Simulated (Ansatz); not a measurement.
Input file for Ansatz (a quantum-chemistry and plane-wave program): R-wB97X-V/def2-TZVPP on ClTl (SMILES [Cl][Tl]). Elements past Kr take the def2 small-core potentials; no spin–orbit coupling.

Ansatz 0.2 input:
```yaml
crystal:
  periodic: [false, false, false]
  atoms:
    - {symbol: Tl, position_ang: [-0.00000000, -0.00000000, -1.26619901]}
    - {symbol: Cl, position_ang: [0.00000000, 0.00000000, 1.26619901]}
basis:
  gaussian:
    orbitals: def2-TZVPP
hamiltonian:
  xc: {name: wB97X-V}
scf: {lower_state_search: off}
```

The log:

```
WARN ansatz: RAYON_NUM_THREADS=4 ignored (pool sized by the plan → 4); use --threads N
Functional definition: wB97X-V
these checks for a lower state are left out or cut short: stability, starts, cluster_reference, orbital_swaps, neighbouring_geometries, increment
integrals: 0.04 GiB planned
726 factors; their error is unknown
integrals: 0.07 GiB planned
126 factors; integrals over basis functions are off by at most 8.8e-5 eV
mean field: 0.40 GiB planned
mean field evaluation 1: about -17215.3564 eV, gradient 2.0e1 eV
mean field evaluation 2: about -17215.9888 eV, gradient 2.0e1 eV
mean field evaluation 4: about -17216.7760 eV, gradient 6.3e-1 eV
mean field evaluation 8: about -17216.8314 eV, gradient 3.2e-2 eV
mean field evaluation 16: about -17216.8314 eV, gradient 3.5e-6 eV
mean field -17216.83144810 eV, -632.7068857302 hartree, gradient 3.2e-6 eV, S^2 0.000000; 0 other end points of the search recorded, 0 dependent functions left out
reference -17216.83144617 eV, -632.7068856593 hartree; 19, 19 occupied and 73, 73 virtual orbitals, 726 factors
Total energy: -17216.83144617 eV, -632.7068856593 hartree
Checks for a lower state left out: stability, starts, cluster_reference, orbital_swaps, neighbouring_geometries, increment
```

The calculation finished and met its thresholds.

Cost: around 3 core-seconds (rough).
